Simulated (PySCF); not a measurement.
CH₆N, SMILES C[NH3+], charge +1.

Geometry optimised at ωB97X-D3(BJ)/def2-TZVP.

Calculation: PBE/def2-TZVPD in PySCF.

Gas-phase values at a fixed geometry.

| Property | Value |
|---|---|
| total energy | -96.11905 hartree |
| point group | C3v |
| highest occupied level | -15.80 eV |
| lowest empty level | -6.35 eV |
| orbital gap | 9.46 eV |
| dipole moment about the centre of nuclear charge | 2.17 D |
| mean static polarisability | 20.5 bohr³ (3.04 Å³) |
| polarisability, principal values | 19.5, 19.5, 22.7 bohr³ |
